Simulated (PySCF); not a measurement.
## Argon: a sound run and one with changed settings

Sound run: Ar²⁺ [Ne] 3s2 3p4, Ar³⁺ [Ne] 3s2 3p3. All numbers are calculated (PySCF 2.14, the non-relativistic Hamiltonian (point nucleus), in cc-pV(D+d)Z). The sound run starts from symmetry-adapted Hartree-Fock orbitals and uses a fine grid where one is needed.

Changed run: radial step 0.8 in ln r (0.13 in the sound run). This setting is unsound on purpose.

```csv
species,method,sound run (hartree),changed run (hartree),converged
Ar²⁺,UHF,-525.28948,-525.28948,yes
Ar²⁺,B3LYP,-525.94166,-525.99373,yes
Ar²⁺,M06-2X,-525.91513,-526.04342,yes
Ar³⁺,UHF,-523.84495,-523.84495,yes
Ar³⁺,B3LYP,-524.44014,-524.46817,yes
Ar³⁺,M06-2X,-524.42095,-524.54958,yes
```

Ionisation energy of Ar²⁺:

```
method  sound run (eV)  changed run (eV)
   UHF          39.308            39.308
 B3LYP          40.858            41.513
M06-2X          40.658            40.649
```

A coarse radial grid mis-integrates the density and the exchange-correlation energy, with errors of either sign; Hartree-Fock needs no grid.

For comparison, NIST gives 40.735 ± 0.012 eV between the lowest levels.
